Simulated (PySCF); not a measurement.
Geometry (Å), atoms numbered from 1 in this order:
```xyz
23

C     1.3945    1.7356    0.2035
C     0.6768    0.3999    0.1811
O     1.6150   -0.6679   -0.0515
C     2.1832   -0.7822   -1.2471
O     1.9596   -0.1062   -2.2109
C    -0.0577    0.0920    1.5017
C    -1.5137    0.0686    1.0320
F    -2.3986    0.4103    1.9838
C    -1.8464   -1.2307    0.2985
C    -1.0888   -1.0046   -1.0236
C    -0.5287    0.4132   -0.8067
O    -1.5205    1.0294   -0.0015
H     2.1365    1.7584    1.0156
H     0.6549    2.5283    0.3814
H     1.8957    1.9286   -0.7546
H     2.9073   -1.6239   -1.2219
H     0.2817   -0.8548    1.9398
H     0.0679    0.8962    2.2392
H    -2.9349   -1.2778    0.1555
H    -1.5257   -2.1215    0.8548
H    -1.7667   -1.0029   -1.8871
H    -0.3095   -1.7525   -1.2145
H    -0.3518    0.9966   -1.7150
```

One conformer, averaged over atoms made equivalent by symmetry, fast rotation or ring inversion, isolated molecule, no relativistic terms. J couplings at B3LYP/pcJ-1 (spin–dipole term only in couplings to heteroatoms); shieldings: GIAO KT3/pcSseg-1; geometry: PBE0-D3(BJ)/def2-SVP; PySCF 2.14.

List the cross peaks expected in HSQC, COSY and HMBC spectra.

## Answers



HSQC (one-bond C–H):
```tsv
δH	δC	1J(C,H) (Hz)
7.69 (H16)	151.0 (C4)	231
4.56 (H23)	78.0 (C11)	175
1.86 (H21)	26.3 (C10)	143
1.84 (H17)	48.1 (C6)	141
1.77 (H22)	26.3 (C10)	139
1.67 (H18)	48.1 (C6)	142
1.66 (H19)	33.2 (C9)	141
1.60 (H20)	33.2 (C9)	141
1.59 (H13/H14/H15)	24.3 (C1)	136
```

COSY cross peaks (|J| ≥ 2 Hz):
```tsv
δH	δH	abs. J (Hz)	bonds
4.56 (H23)	1.86 (H21)	6.8	3
1.86 (H21)	1.77 (H22)	14.3	2
1.86 (H21)	1.66 (H19)	14.9	3
1.86 (H21)	1.60 (H20)	4.4	3
1.84 (H17)	1.67 (H18)	13.5	2
1.77 (H22)	1.66 (H19)	5.8	3
1.77 (H22)	1.60 (H20)	10.6	3
1.67 (H18)	1.66 (H19)	3.8	4
1.66 (H19)	1.60 (H20)	12.6	2
```

HMBC (two and three bonds, |J| ≥ 2.5 Hz):
```tsv
δH	δC [abs. J in Hz]
7.69 (H16)	85.0 (C2) [6.6]
4.56 (H23)	118.8 (C7) [13.9], 48.1 (C6) [3.6], 33.2 (C9) [4.3], 24.3 (C1) [3.1]
1.86 (H21)	85.0 (C2) [7.0], 78.0 (C11) [4.0], 33.2 (C9) [3.8]
1.84 (H17)	85.0 (C2) [4.4], 33.2 (C9) [2.9]
1.77 (H22)	118.8 (C7) [2.7], 85.0 (C2) [2.6]
1.67 (H18)	118.8 (C7) [6.8], 85.0 (C2) [3.1], 33.2 (C9) [4.2], 24.3 (C1) [7.5]
1.66 (H19)	118.8 (C7) [7.5], 48.1 (C6) [5.0], 26.3 (C10) [4.3]
1.60 (H20)	48.1 (C6) [3.1]
1.59 (H13/H14/H15)	85.0 (C2) [3.9], 78.0 (C11) [4.2], 48.1 (C6) [4.5]
```

Referencing at the same level of theory: TMS for 1H (31.32 ppm), 13C (182.31 ppm).

Short H···H contacts in this conformer between protons four or more bonds apart (candidates for NOE cross peaks, intensity ∝ r⁻⁶): H17···H20 2.46 Å, H14···H18 2.54 Å, H15···H23 2.62 Å.

Common functionals overestimate the size of one-bond C–F couplings by tens of Hz; these are unscaled. Unscaled 3J(H,H) at this level run about 10 % above measured values. Shifts are as computed, not scaled to solution data. Of 1328 compounds with measured shifts, 309 miss one by over three times the rms of a fit or turn the order of signals round; such compounds aren't used in these exercises. Signals without a measured value on file couldn't be tested in this way.
